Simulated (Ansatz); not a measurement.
Born–Oppenheimer molecular dynamics of C3H4F4 (11 atoms, charge 0, multiplicity 1). It starts from a rough guess of a transition structure, not a stationary point.

Method: UKS r2SCAN-D4/STO-3G in Ansatz 0.2.0.

```
ensemble                      : NVE (velocity Verlet)
time step                     : 0.5 fs
steps asked                   : 150
starting velocities drawn for : 1000 K
seed                          : 561839
```

First frame:

```xyz
11
Properties=species:S:1:pos:R:3
F -0.938 -0.671 -1.256
C 0.283 -0.125 -0.424
C -0.127 1.268 0.012
F -0.383 2.080 -1.019
F 0.874 1.827 0.706
F -1.203 1.272 0.798
H 1.088 -0.086 -1.155
C 0.220 -1.233 0.564
H 1.072 -1.893 0.566
H -0.092 -0.949 1.556
H -0.793 -1.490 -0.348
```

(1) How far do the bonds stretch over the last three quarters of this one trajectory? (Pairs bonded in most of those frames.)

Answers

(1) 
```
  bond  mean (Å)  spread (Å)  shortest  longest
 F1–C2     1.468       0.122      1.25     1.63
 C2–C3     1.717       0.153      1.52     2.01
 C2–H7     1.132       0.046      1.06     1.21
 C2–C8     1.611       0.080      1.45     1.73
 C3–F4     1.411       0.039      1.34     1.48
 C3–F5     1.432       0.073      1.33     1.60
 C3–F6     1.438       0.091      1.29     1.60
 C8–H9     1.118       0.056      1.01     1.22
C8–H10     1.112       0.044      1.03     1.20
C8–H11     1.136       0.104      0.97     1.30
```

Pairs bonded in part of these frames only: C2–C3 79 %.

Mean temperature of the second half: 1893 K. The conserved energy stayed within 1.2 meV per atom of its start (net change 0.41 meV per atom), so the integration is sound. The kinetic energy rose, since the run started high on the potential surface and went downhill. A run of 0.075 ps of so small a system gives no equilibrium averages. The orbitals were unrestricted but ended closed-shell. Limits of this set-up: minimal basis.

The run took 6.4 min on 1 thread of AMD EPYC 9R45 96-Core Processor (Zen 5), with other jobs on the host, peak memory 0.2 GiB.
